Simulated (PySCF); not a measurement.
## TDDFT excited states: C5H5FO2Si

Compound: C₅H₅FO₂Si.
InChI=1S/C5H5FO2Si/c6-5(7)4-1-3(9)2-8-4/h1-2H,9H3

The calculation used TDDFT wB97X-D/def2-SVPD, vertical, gas phase, core orbitals frozen in the response (PySCF). Geometry: GFN2-xTB, one conformer, isolated molecule. GFN2-xTB frequencies show an imaginary mode (21i cm⁻¹), so this geometry is no minimum at that level. Torsions of this conformer, `[O:1]=[C:2]([F:3])[c:4]1[cH:5][c:6]([SiH3:7])[cH:8][o:9]1`: O1–C2–C4–C5 180°.

```tsv
state	E (eV)	E (kJ/mol)	λ (nm)	f	main configurations (H = HOMO, L = LUMO)
S1	5.25	507	236.1	0.370	H→L (97%)
S2	5.48	529	226.3	0.0001	H-2→L (89%)
S3	6.24	602	198.6	0.021	H-1→L (76%), H→L+1 (18%)
S4	7.07	682	175.3	0.355	H→L+1 (76%), H-1→L (18%)
S5	7.21	696	171.9	0.0032	H→L+2 (79%)
S6	7.48	721	165.9	0.0001	H-4→L (86%)
S7	7.79	752	159.1	0.0051	H→L+4 (75%)
S8	7.90	763	156.9	0.0018	H-7→L (56%), H-3→L (34%)
```

Triplets, Tamm–Dancoff:

```json
{"state": "T1", "E (eV)": "3.39", "λ (nm)": "365.2", "main configurations (H = HOMO, L = LUMO)": "H→L (91%)"}
{"state": "T2", "E (eV)": "4.91", "λ (nm)": "252.6", "main configurations (H = HOMO, L = LUMO)": "H-1→L (68%), H→L+1 (21%)"}
{"state": "T3", "E (eV)": "5.05", "λ (nm)": "245.4", "main configurations (H = HOMO, L = LUMO)": "H-2→L (86%)"}
```

The lowest singlet comes at 236 nm (507 kJ/mol) in the ultraviolet; it is strong; its leading configuration is HOMO→LUMO (97%). The lowest level is also the most intense of those listed (f = 0.370). Löwdin shares by element: HOMO carbon 74% or more (atoms not listed hold the other 26%); LUMO carbon 47% or more, oxygen 16% or more (atoms not listed hold the other 37%). The listed states span 2.65 eV, and the widest gap between neighbours is 0.83 eV (S3 to S4). The oscillator strengths of these states sum to 0.756; summed over the whole spectrum of an exact calculation they would give the number of electrons, 74 (Thomas–Reiche–Kuhn). Of the 8 states listed, 3 reach f = 0.01 and 2 stay under 0.0005. No computed singlet lies in the visible range (380 to 750 nm); the lowest, at 236 nm, stands 1.99 eV above its violet end (3.26 eV). The window holds the lowest 8 singlets.
